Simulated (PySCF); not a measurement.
Gas-phase reaction: SnCl₂ + SnH₂Cl₂ ⇌ 2 SnHCl + 2 Cl, at 1000 K and a standard pressure of 1 bar. Level: PBE/def2-SVP.

Computed with PySCF and rigid-rotor harmonic-oscillator thermochemistry at 1 bar. Open shells (unrestricted): Cl (multiplicity 2, electronic degeneracy 6); the rest are closed-shell singlets. Spin-orbit splitting is ignored; it lowers the true energy and changes the entropy of Cl. Sn: scalar-relativistic def2 core potential, no spin-orbit coupling. SnH₂Cl₂, SnHCl: computed as isolated molecules; such fragments, hydroxides, amides, oligomers or adducts are transient or little studied in the gas. The harmonic model lacks anharmonicity and excited electronic states, which grow with temperature; levels with a mode under 35 cm⁻¹ are left out. Soft modes under 120 cm⁻¹ make the harmonic entropy rough for SnCl₂, SnH₂Cl₂.

| species | E (Ha) | H(1000 K) − E (kJ/mol) | S°(1000 K) (J/mol/K) |
|---|---|---|---|
| SnCl₂ | -1134.14197 | 58.6 | 376.1 |
| SnH₂Cl₂ | -1135.28805 | 119.3 | 422.3 |
| SnHCl | -674.78785 | 62.3 | 335.2 |
| Cl | -459.79715 | 20.8 | 193.4 |
E: electronic energy; H − E holds the zero-point and thermal terms. 1 Ha = 2625.5 kJ/mol.

Question: Work out ΔH°, ΔS°, ΔG° and log10 K from these numbers.

Answer: 1. ΔE = 2×(-674.78785) + 2×(-459.79715) − 1×(-1134.14197) − 1×(-1135.28805) = 0.26002 Ha = 682.7 kJ.
2. Δ(H − E) = 2×(62.3) + 2×(20.8) − 1×(58.6) − 1×(119.3) = -11.7 kJ, so ΔH° = 671.0 kJ.
3. ΔS° = 2×(335.2) + 2×(193.4) − 1×(376.1) − 1×(422.3) = 258.8 J/K; the number of gas molecules changes by +2.
4. ΔG° = ΔH° − TΔS° = 671.0 − 1000×(258.8)/1000 = 412.2 kJ.
5. log10 K = −ΔG°/(RT ln 10) = -21.54, with RT ln 10 = 19.14 kJ/mol; at standard pressures the reactants are favoured.
6. A shift of 10 kJ in ΔE would move log10 K by 0.52 here.
For scale, ΔH°(298 K) is 673 kJ at this level, 683 kJ at ωB97M-V/def2-TZVP†, and runs from 515 to 784 kJ over the 18 levels computed († marks an energy on the PBE0/def2-TZVP geometry).
